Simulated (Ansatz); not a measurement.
Frontier orbitals of `FB(Cl)O[SiH3]`.

```xyz
8

F    -1.1912   -1.4309    1.0448
B    -1.0814   -1.0399   -0.2168
Cl   -2.1137   -1.8140   -1.4050
O    -0.2183   -0.0905   -0.5836
Si    0.9106    0.8835    0.1472
H     2.2248    0.5659   -0.4558
H     0.5328    2.2856   -0.1399
H     0.9364    0.6402    1.6091
```

Total charge 0; spin multiplicity 1. The structure was optimised at the PBE0-D4/def2-TZVP level. It is one conformer, not always the lowest. Basis def2-TZVPP, Ansatz 0.2.0.

```
 functional  HOMO (eV)  LUMO (eV)  gap (eV)
LDA (SPW92)      -7.92      -1.34      6.58
        PBE      -7.77      -1.07      6.70
     B97M-V      -8.29      -0.90      7.39
       PBE0      -9.28      -0.21      9.07
    ωB97M-V     -11.61       1.43     13.04
```

Q: What is the vertical ionisation energy at frozen-core CCSD(T)/CBS(def2)? (Best estimate.)

A: Ansatz gave: 12.21 eV (T1 of the cation 0.029).

A quarter of exact exchange (PBE0) shifts PBE's HOMO by −1.51 eV and its LUMO by +0.87 eV; full exchange at long range (ωB97M-V) shifts them by −3.83 and +2.50 eV. The gap opens from 6.70 to 13.04 eV, since occupied levels lose self-interaction and empty ones feel all the electrons. A positive LUMO is unbound and depends on the basis. −ε(HOMO) differs from that ionisation energy by −4.43 eV with PBE and −0.60 eV with ωB97M-V.
